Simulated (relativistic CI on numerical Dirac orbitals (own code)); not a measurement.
## Ru7+: resonant inelastic scattering at the M2,3 edge

Computed with this model: Dirac-Coulomb-Breit CI, KLI orbitals optimised for each configuration, model QED (radiative potential, 1s self-energy scaled to tabulated hydrogen-like ionisation energies), Kramers-Heisenberg scattering through one core-hole configuration in a parametric crystal field, unscaled Slater integrals; configurations [Kr] 4d → [Ne] 3s2 3p5 3d10 4s2 4p6 4d2; 10 K; core-hole width 2 eV; summed over polarisations. Incident energies are the highest absorption maxima for each field (at most a few, so the weaker spin-orbit partner edge can be absent), on the computed scale of the free ion. Intensities are in per cent of the strongest line above 0.02 eV; levels within 1 cm⁻¹ are merged; final levels count from the ground level, the first row holds all elastic scattering, lines under 0.4 are left out and each table stops after 24 rows. The scale of the Slater integrals is a model choice and moves the terms in proportion.

Field parameters in Wybourne normalisation: D4h B²₀ = −7Ds, B⁴₀ = 21(Dq − Dt), B⁴₄ = 21√(5/14) Dq; Oh B⁴₀ = 21Dq, B⁴₄ = √(5/14) B⁴₀. The field is a parameter set, without covalency.

S is read from ⟨S²⟩ = S(S + 1).

D4h, 10Dq = 43650, Ds = -690, Dt = -40 cm⁻¹:

| Final level (eV) | Degeneracy | Irrep | S | 476.6 eV | 481.1 eV | 498 eV |
| --- | --- | --- | --- | --- | --- | --- |
| 0.000 | 2 | Γ7 | 0.50 | 984.8 | 868.5 | 205.6 |
| 0.183 | 2 | Γ6 | 0.50 | 78.5 | 11.4 | 72.2 |
| 0.459 | 2 | Γ7 | 0.50 | 78.1 | 38.9 | 20.8 |
| 5.491 | 2 | Γ7 | 0.50 | 6.8 | 86.0 | 1.6 |
| 5.858 | 2 | Γ6 | 0.50 | 3.3 | 100.0 | 2.9 |

Oh, 10Dq = 21250 cm⁻¹:

```tsv
Final level (eV)	Degeneracy	Irrep	S	479 eV	499 eV	501.1 eV
0.000	4	Γ8	0.50	1154.2	184.1	180.9
0.338	2	Γ7	0.50	88.9	12.9	6.7
2.787	4	Γ8	0.50	100.0	6.4	22.3
```

For the first field the strongest loss at the lowest incident energy is the level at 0.18 eV (S = 0.50, against 0.50 in the thermal ground state).
